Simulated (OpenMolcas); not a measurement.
An atom or ion with 42 electrons was computed by SS-CASPT2, IPEA 0.25 Eh, imaginary shift 0.1 Eh with spin-orbit coupling (OpenMolcas, ANO-RCC-VTZP, DKH2). The lowest levels that the run gave, each within 12 % of the measured value where one is at hand:

```json
{"J": "4", "Parity": "even", "E (cm⁻¹)": "0.0", "g": "1.498"}
{"J": "3", "Parity": "even", "E (cm⁻¹)": "1156", "g": "1.499"}
{"J": "2", "Parity": "even", "E (cm⁻¹)": "1845", "g": "1.499"}
{"J": "1", "Parity": "even", "E (cm⁻¹)": "2290", "g": "1.500"}
{"J": "0", "Parity": "even", "E (cm⁻¹)": "2510", "g": ""}
{"J": "2", "Parity": "even", "E (cm⁻¹)": "15940", "g": "1.490"}
{"J": "4", "Parity": "even", "E (cm⁻¹)": "16300", "g": "0.988"}
{"J": "6", "Parity": "even", "E (cm⁻¹)": "16340", "g": "1.163"}
{"J": "5", "Parity": "even", "E (cm⁻¹)": "16590", "g": "1.062"}
{"J": "4", "Parity": "even", "E (cm⁻¹)": "17990", "g": "1.049"}
{"J": "3", "Parity": "even", "E (cm⁻¹)": "18040", "g": "1.030"}
{"J": "2", "Parity": "even", "E (cm⁻¹)": "18560", "g": "0.675"}
```

Q: Which ion is it, and what are the configurations and terms?

A: Ru2+ (Z = 44, charge +2; active space 6 electrons in 5 orbitals (4d)). J, parity and g give the terms where levels are pure, and mixed ones are named by the computed weights; the size of the splittings, set against known spectra of the 42-electron sequence, gives the charge. In order, with the measured energies in cm⁻¹ (Moore, Atomic Energy Levels, vol. III, NSRDS-NBS 35 (1971 reprint of NBS Circular 467, 1958)): 4d⁶ ⁵D₄, 4d⁶ ⁵D₃ (1159), 4d⁶ ⁵D₂ (1826), 4d⁶ ⁵D₁ (2266), 4d⁶ ⁵D₀ (2476), 4d⁶ ³P₂(1), 4d⁶ ³H₄ [47 %], 4d⁶ ³H₆, 4d⁶ ³H₅, 4d⁶ ³F₄(1) [53 %], 4d⁶ ³F₃(1), 4d⁶ ³F₂(1).

CASPT2 does not keep the components of a term degenerate, so their means are used; among the terms shown or strongly mixed into the levels shown the widest spread is 78 cm-1 (4d⁶ ³F(1)). Levels of configurations with an s electron are missing; early in the row they begin among the upper levels of the d shell and mix with terms of their name. Terms from blocks run as CI alone lack orbitals of their own. Computed and measured levels are paired by configuration, term and J; levels that our copy of the source lacks, or whose pairing is in doubt (as where it misses far off the trend of its configuration), stay unpaired and out of the deviations. Levels of configurations outside the active space are missing.

A share in square brackets marks a mixed level and gives the weight of the term that names it. A number in round brackets counts repeated terms of one configuration in the order of the reference energies.
